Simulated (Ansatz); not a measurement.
Geometry optimisation, Ansatz 0.2.0, RKS PBE0-D4/def2-SVP.

Input:

```yaml
crystal:
  periodic: [false, false, false]
  atoms:
    - { symbol: Al, position_ang: [-0.228, -0.175, -0.0894] }
    - { symbol: Br, position_ang: [1.581, -1.8048, -1.509] }
    - { symbol: H, position_ang: [1.7622, -0.3293, -0.1717] }
    - { symbol: O, position_ang: [-1.2729, 0.8457, 0.6649] }
    - { symbol: H, position_ang: [-1.8423, 1.4634, 1.1051] }
basis:
  gaussian: { orbitals: def2-SVP }
hamiltonian:
  xc: pbe0
  dispersion: d4
relax:
  f_tol: 0.15
  max_steps: 25
  restrain:
    - { distance: [2, 1], at: 2.81, k: 30.0 }
    - { distance: [0, 1], at: 2.41, k: 30.0 }
    - { distance: [0, 2], at: 1.52, k: 30.0 }
```

Run as:

```bash
$ ansatz run input.yaml --threads 2 --pin off --max-ram 3072MiB --backend cpu --events-out ev --progress --plain --runs-dir out
```

Problem. Where does it end, and by what steps?

Solution. The forces met the threshold. The restraints hold the end off the free minimum. After 7 steps the energy has fallen by 3.445 eV (the restraints' own energy left out); Br2 moved furthest, 0.83 Å. Joined: Al1–H3 (2.00 → 1.52 Å).

```
step  energy less start (eV)  largest force component (eV/Å)  accepted
   0                  0.0000                           2.364       yes
   1                 -0.6894                           2.323       yes
   2                 -1.4976                           1.868       yes
   3                 -2.4197                           1.642       yes
   4                 -3.1163                           1.251       yes
   5                 -3.4218                           0.919       yes
   6                 -3.4288                           1.236       yes
   7                 -3.4453                           1.319       yes
```

```xyz
5
Properties=species:S:1:pos:R:3
Al 0.342 -0.048 -0.010
Br 0.751 -1.787 -1.538
H 1.827 0.128 0.280
O -1.105 0.600 0.448
H -1.815 1.106 0.820
```

Time of the run: 14 s on 2 threads of Intel(R) Xeon(R) Platinum 8259CL CPU @ 2.50GHz (Skylake/Cascade Lake), with other jobs on the host, peak memory 0.16 GiB.
